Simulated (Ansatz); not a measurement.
Worked example: the enthalpy of C2H5Cl + BClF2 → C2H5F + BCl2F

Gas-phase species: C2H5Cl (chloroethane) `CCCl`, singlet; BClF2 (chlorodifluoroborane) `FB(F)Cl`, singlet; C2H5F `CCF`, singlet; BCl2F (dichlorofluoroborane) `FB(Cl)Cl`, singlet. The partners trade Cl for F: C–Cl and B–F bonds give way to C–F and B–Cl.

Shapes, held fixed at every level: PBE0-D4/def2-TZVP. Programs: Ansatz 0.2.0. The zero-point and thermal terms to 298 K, harmonic and unscaled (PBE0-D4/def2-TZVP), stand in the table.

At BHLYP-D4/def2-TZVPP; 1 Eh = 2625.50 kJ/mol:

```
species   energy (Eh)  H(298 K) − E (kJ/mol)  tabulated ΔfH (kJ/mol)
 C2H5Cl   -539.421748                  188.1                  -111.2
  BClF2   -684.936839                   41.0                  -885.3
  C2H5F   -179.051589                  191.2                  -272.5
  BCl2F  -1045.275669                   37.6                  -644.3
```

Q: Work out the reaction enthalpy at 298 K from the calculation and from the table of heats.

A: 
1. Electronic: (-179.051589) + (-1045.275669) − [(-539.421748) + (-684.936839)] = 0.031329 Eh = +82.3 kJ/mol.
2. Zero-point and thermal: (191.2) + (37.6) − [(188.1) + (41.0)] = -0.3 kJ/mol.
3. Computed ΔH = +82.0 kJ/mol.
4. From the heats of formation (Active Thermochemical Tables, NIST-JANAF tables): (-272.5) + (-644.3) − [(-111.2) + (-885.3)] = +79.7 kJ/mol.
5. Computed less tabulated: +2.3 kJ/mol. Tabulated heats carry uncertainties of their own. The tabulated values of BClF2, BCl2F are in doubt (older tables, estimates, or at odds with other calculations) and kept here.
